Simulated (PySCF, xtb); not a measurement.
CH8O2Si2, SMILES O[Si](C)(O)[SiH3].

GFN2-xTB in xtb 6.7.1 at its own geometry gives an orbital gap of 4.56 eV and a dipole moment of 2.17 D.

Geometry optimised at PBE0-D3(BJ)/def2-SVP. This is a generated structure with no PubChem entry under its InChIKey; it may be hypothetical. Other conformers were not sampled.

Q: What does r2SCAN/def2-TZVP (PySCF) give? (Estimate from the structure and the level; the computed values follow.)

A: gap 6.35 eV (levels -6.59 and -0.24 eV), dipole 2.68 D.
